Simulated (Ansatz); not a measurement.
Program: Ansatz. Geometries: PBE0-D4/def2-TZVP. ΔE: electronic, gas phase. CCSD(T)/CBS adds triple-zeta CCSD(T) − MP2 to the extrapolated MP2 energy (def2 sets, frozen cores). This one scheme is used for every species. Double bonds are as drawn, so ΔE can hold a change between cis and trans. Functionals use def2-TZVPP. B3LYP here is the variant with VWN-RPA as its local correlation; programs differ in this. One conformer a species, not always the lowest.

Reaction (formal exchange of groups at a B–C bond): `C#CBCO` + `C/C=C\F` → `OCBF` + `C#C/C=C/C`

Problem. Is it downhill or uphill in electronic energy at CCSD(T)/CBS, and by how much? (Estimate.)

Solution. Computed: Downhill: ΔE = -157.9 kJ/mol.

Problem. What do these levels give: B3LYP-D4, PBE, PBE0, MP2/def2-TZVPP, MP2/def2-QZVPP, HF/CBS(def2)? (An estimate is asked.)

Solution. The calculation gave: B3LYP-D4 -154.0, PBE -148.7, PBE0 -153.3, MP2/def2-TZVPP -166.7, MP2/def2-QZVPP -166.7, HF/CBS(def2) -160.0 kJ/mol.

Largest T1 diagnostic among the species: 0.013.

From PBE to PBE0 (25 % exact exchange), in def2-TZVPP and without D4, ΔE moves by −4.7 kJ/mol.
